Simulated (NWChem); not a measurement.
System meant: C₄H₄BF; SMILES C#CB(F)C=C

Here is an NWChem input.

```
start job
memory heap 200 mb stack 900 mb global 1100 mb
geometry units angstroms noautoz
  C     -0.475450    -2.715631     0.000000
  C     -0.142618    -1.544550     0.000000
  B      0.227724    -0.055350     0.000000
  F      1.520101     0.270270     0.000000
  C     -0.835366     1.074711     0.000000
  C     -0.478588     2.368901     0.000000
  H     -0.761429    -3.752699     0.000000
  H     -1.900976     0.819707     0.000000
  H      0.576926     2.662351     0.000000
  H     -1.211967     3.182511     0.000000
end
basis spherical
  C library def2-svp
  B library def2-svp
  F library def2-svp
  H library def2-svp
end
dft
  odft
  mult 2
  xc xpbe96 cpbe96
  iterations 150
  mulliken
end
task dft energy
```

End of the output:

```
 Summary of "ao basis" -> "" (spherical)
 ------------------------------------------------------------------------------
       Tag                 Description            Shells   Functions and Types
 ---------------- ------------------------------  ------  ---------------------
 C                          def2-svp                 6       14   3s2p1d
 B                          def2-svp                 6       14   3s2p1d
 F                          def2-svp                 6       14   3s2p1d
 H                          def2-svp                 3        5   2s1p

  pbe96 is a nonlocal functional; adding pw91lda local functional.

                                 NWChem DFT Module
                                 -----------------

 Summary of "ao basis" -> "ao basis" (spherical)
 ------------------------------------------------------------------------------
       Tag                 Description            Shells   Functions and Types
 ---------------- ------------------------------  ------  ---------------------
 C                          def2-svp                 6       14   3s2p1d
 B                          def2-svp                 6       14   3s2p1d
 F                          def2-svp                 6       14   3s2p1d
 H                          def2-svp                 3        5   2s1p

      Symmetry analysis of basis
      --------------------------

        a'         76
        a"         28

  number of electrons :                   42
  multiplicity        :                    2
 ------------------------------------------------------------------------
  no. of electrons and multiplicity not compatible                  42
 ------------------------------------------------------------------------
 ------------------------------------------------------------------------
  current input line :
    28: task dft energy
 ------------------------------------------------------------------------
 ------------------------------------------------------------------------
 There is an error in the input file
 ------------------------------------------------------------------------
 For more information see the NWChem manual at https://nwchemgit.github.io

0: no. of electrons and multiplicity not compatible:Received an Error in Communication
```

**Question.** Can this run be used? If not, why, and what is the fix?

**Answer.** The input was rejected before any calculation. Cause: the multiplicity doesn't fit the number of electrons (an even count wants an odd multiplicity, and the reverse). This input runs:
```
start job
memory heap 200 mb stack 900 mb global 1100 mb
geometry units angstroms noautoz
  C     -0.475450    -2.715631     0.000000
  C     -0.142618    -1.544550     0.000000
  B      0.227724    -0.055350     0.000000
  F      1.520101     0.270270     0.000000
  C     -0.835366     1.074711     0.000000
  C     -0.478588     2.368901     0.000000
  H     -0.761429    -3.752699     0.000000
  H     -1.900976     0.819707     0.000000
  H      0.576926     2.662351     0.000000
  H     -1.211967     3.182511     0.000000
end
basis spherical
  C library def2-svp
  B library def2-svp
  F library def2-svp
  H library def2-svp
end
dft
  xc xpbe96 cpbe96
  iterations 150
  mulliken
end
task dft energy
```
It converges to -278.95240 Ha (PBE/def2-SVP).
